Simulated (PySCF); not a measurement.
**Excitation energy of Ce by level of theory**

Ce [Xe] 4f1 5d1 6s2 (high-spin determinant) → Ce [Xe] 4f2 6s2 (high-spin determinant), as a difference of total energies. All numbers are calculated (PySCF 2.14, the spin-free X2C one-electron Hamiltonian (Gaussian nucleus), in ANO-RCC-VTZP (8s7p5d3f2g1h, 104 functions)). Correlated levels: valence: [Kr] 4d10 frozen. The calculations carry no spin-orbit coupling.

```json
{"method": "UHF", "excitation energy (cm⁻¹)": "11875"}
{"method": "MP2 (valence)", "excitation energy (cm⁻¹)": "9279.4"}
{"method": "SCS-MP2 (valence)", "excitation energy (cm⁻¹)": "10356"}
{"method": "CCSD (valence)", "excitation energy (cm⁻¹)": "9759.0"}
{"method": "CCSD(T) (valence)", "excitation energy (cm⁻¹)": "9674.7"}
```

A first-order spin-orbit estimate (lowest level to lowest level, LS coupling) adds 0.013 eV.

The determinant of the lower state and of the upper state mixes LS terms, which raises its energy above the lowest term, most at the Hartree-Fock and MP2 levels.
